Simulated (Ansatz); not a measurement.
The first iterations of a band of a periodic cell of 19 atoms, RuC₁₈ (surface graphene monolayer, adsorbate Ru).

These are results of Ansatz, DFT PBE, scalar-relativistic, plane waves, PAW, not measurements. Settings: PAW set soft_1, cutoff 420 eV, k mesh 2x2x1, gaussian smearing 0.02 eV, no spin polarisation.

```
movable images  : 5
climbing image  : yes
spring          : 5.0 eV/Å²
optimiser       : quadratic models (default)
start path      : IDPP
force threshold : 0.03 eV/Å
iteration limit : 26
end points      : relaxed
```

Image 0:

```xyz
19
Lattice="7.3980 0.0000 0.0000 -3.6990 6.4069 0.0000 0.0000 0.0000 13.0000" Properties=species:S:1:pos:R:3
C 0.014 -0.047 1.041
C 1.234 0.669 1.042
C -1.223 2.100 1.003
C 0.014 2.814 1.042
C -2.465 4.245 1.039
C -1.234 4.945 1.039
C 2.455 -0.047 1.042
C 3.692 0.667 1.003
C 1.234 2.098 1.042
C 2.455 2.814 1.041
C 0.004 4.230 1.040
C 1.234 4.929 1.039
C 4.933 -0.049 1.001
C 6.175 0.667 1.003
C 3.692 2.100 1.003
C 4.933 2.817 1.000
C 2.465 4.230 1.039
C 3.703 4.945 1.039
Ru 4.933 1.384 2.682
```

Image 6:

Only the atoms that move by more than 0.05 Å are listed.
```
Ru19 3.700 3.519 2.682
```

| iteration | highest image above the first end (eV) | largest band force component (eV/Å) |
| --- | --- | --- |
| 1 | 1.241 | 2.496 |
| 2 | 0.936 | 0.663 |

Q: Does the band converge within its limit, and where does its top end?

A: The forces met the threshold. It ended after 6 iterations with the highest image 0.916 eV above the first end. By the program's own check the climbing image is of a kind that is not told: the force calls were inconclusive, a negative curvature could not be distinguished from the path's own, the only one lies far off the path, or fixed occupations may fill a level only in part (lowest curvatures found: -5.17 and 0.03 eV/Å²). Limits of this set-up: coarse k mesh, slab without dipole correction.

Run time: 12 min on 1 thread of Arm Neoverse V2, on a shared host, peak memory 1.1 GiB.
